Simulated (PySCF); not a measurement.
## Electric field gradients and quadrupole coupling constants

C7H12BF.
Atom-mapped SMILES: `[BH2:1][C@@H:2]1[CH2:3][CH2:4][CH:5]=[CH:6][C@:7]1([CH3:8])[F:9]` (hydrogens: H10, H11 on B1; H12 on C2; H13, H14 on C3; H15, H16 on C4; H17 on C5; H18 on C6; H19, H20, H21 on C8)

Cartesian coordinates in Å at the PBE0-D3(BJ)/def2-SVP level; atoms count from 1:
```
atom  x, y, z in Å
B1    -0.991    2.079    0.534
C2    -0.520    0.705   -0.042
C3    -1.591   -0.390   -0.041
C4    -1.159   -1.603   -0.849
C5     0.229   -2.028   -0.485
C6     1.090   -1.236    0.160
C7     0.810    0.198    0.525
C8     1.990    1.072    0.142
F9     0.701    0.255    1.926
H10   -0.227    2.873    1.027
H11   -2.151    2.404    0.402
H12   -0.341    0.998   -1.105
H13   -2.545    0.011   -0.414
H14   -1.762   -0.701    1.004
H15   -1.205   -1.383   -1.934
H16   -1.855   -2.445   -0.693
H17    0.539   -3.043   -0.754
H18    2.081   -1.611    0.437
H19    2.176    1.019   -0.941
H20    2.892    0.724    0.665
H21    1.809    2.119    0.422
```

Field gradients from the PBE0/pcSseg-1 density (PySCF, non-relativistic), principal values in atomic units, ordered |Vxx| ≤ |Vyy| ≤ |Vzz|:

```csv
atom,Vxx,Vyy,Vzz
B1,-0.3047,-0.3350,0.6397
```

Find the asymmetry η = (Vxx − Vyy)/Vzz and the couplings χ = eQV/h (234.96 MHz × Q in barn × V in au), with Q(11B) = 0.04059 b.

| atom | environment | nucleus | η | χzz (MHz) | χxx (MHz) | χyy (MHz) |
| --- | --- | --- | --- | --- | --- | --- |
| B1 | three-coordinate boron | 11B | 0.05 | 6.10 | -2.91 | -3.20 |

The tensor is traceless: Vxx + Vyy + Vzz = 0.

What is Vzz at B1 in SI units (1 au = 9.71736 × 10²¹ V/m²)?

0.6397 au = 6.216 × 10²¹ V/m².

And the gradient at the other heavy atoms, for which no coupling is worked out here?

```csv
atom,environment,Vzz (au),η
C2,sp3 carbon bound to boron,-0.194,0.44
C3,ring CH2 carbon,-0.068,0.83
C4,allylic carbon,-0.030,0.96
C5,alkene CH carbon,0.334,0.47
C6,alkene CH carbon,0.254,0.71
C7,sp3 C–F carbon,0.536,0.04
C8,methyl carbon,0.057,0.50
F9,alkyl fluorine,2.948,0.04
```

What couplings would deuterons (Q(2H) = 0.00286 b) have in place of the hydrogens, at this geometry?

```tsv
atom	bonded to	bond length (Å)	Vzz (au)	η	χzz (kHz)
H10	B1	1.207	0.2009	0.13	135
H11	B1	1.212	0.1969	0.13	132
H12	C2	1.117	0.2672	0.03	180
H13	C3	1.100	0.2891	0.02	194
H14	C3	1.103	0.2814	0.03	189
H15	C4	1.108	0.2793	0.02	188
H16	C4	1.103	0.2853	0.03	192
H17	C5	1.095	0.3005	0.05	202
H18	C6	1.095	0.3004	0.08	202
H19	C8	1.100	0.2915	0.03	196
H20	C8	1.099	0.2930	0.03	197
H21	C8	1.099	0.2924	0.02	196
```

The structure is a single PBE0-D3(BJ)/def2-SVP conformer in the gas phase; no vibrational or solvent corrections. The small basis limits the accuracy of the gradients.
